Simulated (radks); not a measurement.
Ta I, 73 electrons, occupied as [Xe] 4f14 5d3 6s2.

All-electron calculation, scalar-relativistic Kohn-Sham, LDA (Slater exchange, VWN5 correlation), spin-polarised, spherical densities, finite nucleus; open shells are filled with parallel spins first (spin-orbit coupling, left out, can overturn this in heavy ions); Fermi nuclear charge, rms radius 5.3507 fm; hard spherical wall at 6 bohr. Program: a radial shooting solver on a logarithmic mesh with Libxc functionals.

Energy parts (eV):
| part | energy |
|---|---|
| total | -424309.65 |
| kinetic | 465931.07 |
| electron-nucleus | -1048147.35 |
| Hartree | 166233.91 |
| exchange-correlation | -8327.28 |

Orbitals (lengths in bohr, moments of r in powers of bohr):
orbital,occ.,eigenvalue (eV),<r^4>
1s up,1,-67287.38,6.221e-07
1s down,1,-67287.38,6.221e-07
2s up,1,-11561.08,0.00009407
2s down,1,-11560.98,0.00009407
2p up,3,-10138.09,0.00007333
2p down,3,-10138.01,0.00007333
3s up,1,-2646.469,0.003476
3s down,1,-2646.435,0.003476
3p up,3,-2223.039,0.003722
3p down,3,-2223.003,0.003722
3d up,5,-1727.203,0.002879
3d down,5,-1727.141,0.002879
4s up,1,-537.3738,0.08234
4s down,1,-537.2915,0.08232
4p up,3,-398.3454,0.1098
4p down,3,-398.2618,0.1097
4d up,5,-220.1472,0.1639
4d down,5,-220.0400,0.1635
4f up,7,-23.1559,0.7130
4f down,7,-22.8963,0.6787
5s up,1,-71.7609,2.782
5s down,1,-70.7896,2.729
5p up,3,-38.3605,5.802
5p down,3,-37.0736,5.679
5d up,3,-2.9061,50.20
5d down,0,-1.3666,55.71
5f up,0,11.6625,260.6
5f down,0,12.3665,272.0
6s up,1,-4.5610,124.8
6s down,1,-3.3937,133.8
6p up,0,1.0936,194.2
6p down,0,1.9392,203.6
7s up,0,12.5231,308.6
7s down,0,13.3223,306.4

The highest occupied level is 5d up at -2.906 eV. Summed over all electrons, <r^2> = 63.43 bohr^2, which gives a Langevin (diamagnetic) susceptibility term of -50.2 x 10^-6 cm^3/mol.
